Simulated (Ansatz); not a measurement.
**Cost against result**

The pair of Li⁺ (SMILES [Li+], atom 1) and BF4⁻ (SMILES F[B-](F)(F)F, atoms 2–6), both closed shells, in one local arrangement (a lower one may exist), relaxed at PBE0-D4/def2-TZVP:

```tsv
atom	x (Å)	y (Å)	z (Å)
Li1	0.0167	0.1136	-1.8452
F2	1.0122	0.4439	1.2169
B3	-0.0042	-0.0287	0.4656
F4	0.5127	-0.9703	-0.5415
F5	-1.0353	-0.5894	1.1316
F6	-0.5020	1.0309	-0.4275
```

Interaction energies are counterpoise-corrected; the time is that of the whole pair.

Computed with Ansatz 0.2.0 (basis: as named in each row); correlated methods freeze the cores. The outer core shell of Li, Na, Mg and K is correlated. B3LYP uses VWN-RPA correlation. Extrapolation: Hartree–Fock as exp(−7.88 √X), correlation as X^−2.97.

Times are rough, for one single point on 4 threads of a shared host (Arm Neoverse V2).

The estimate by CCSD(T) at an estimated basis limit (MP2 extrapolated from triple and quadruple zeta, plus CCSD(T) − MP2 in triple zeta) is -6.509 eV.

| method | basis | time (s) | interaction energy (eV) | method less estimate |
| --- | --- | --- | --- | --- |
| HF | STO-3G | under 1 | -7.670 | -1.161 |
| PBE-D4 | STO-3G | under 1 | -8.512 | -2.003 |
| SPW92 | def2-SVP | under 1 | -6.885 | -0.375 |
| B3LYP-D4 | 6-31G | under 1 | -6.555 | -0.045 |
| PBE-D4 | def2-SVP | under 1 | -6.757 | -0.247 |
| PBE0-D4 | def2-SVP | under 1 | -6.718 | -0.209 |
| CCSD(T) | def2-SVP | under 1 | -6.550 | -0.041 |
| PBE-D4 | def2-TZVPPD | 1 | -6.500 | 0.009 |
| revPBE-D4 | def2-TZVPPD | 1 | -6.423 | 0.086 |
| BLYP-D4 | def2-TZVPPD | 1 | -6.489 | 0.020 |
| PBE0-D4 | def2-TZVPPD | 2 | -6.539 | -0.030 |
| HSE06-D4 | def2-TZVPPD | 2 | -6.540 | -0.030 |
| B3LYP-D4 | def2-TZVPPD | 2 | -6.541 | -0.032 |
| r2SCAN-D4 | def2-TZVPPD | 2 | -6.460 | 0.049 |
| wB97M-V | def2-SVP | 3 | -6.709 | -0.199 |
| B2PLYP | def2-TZVPPD | 3 | -6.508 | 0.002 |
| B97M-V | def2-TZVPPD | 4 | -6.494 | 0.015 |
| wB97X-V | def2-TZVPPD | 4 | -6.476 | 0.033 |
| wB97M-V | def2-TZVPPD | 5 | -6.502 | 0.007 |
| MP2 | def2-QZVPPD | 7 | -6.471 | 0.038 |
| CCSD(T) | def2-TZVPPD | 29 | -6.427 | 0.082 |

No T1 diagnostic of these runs exceeds 0.013.
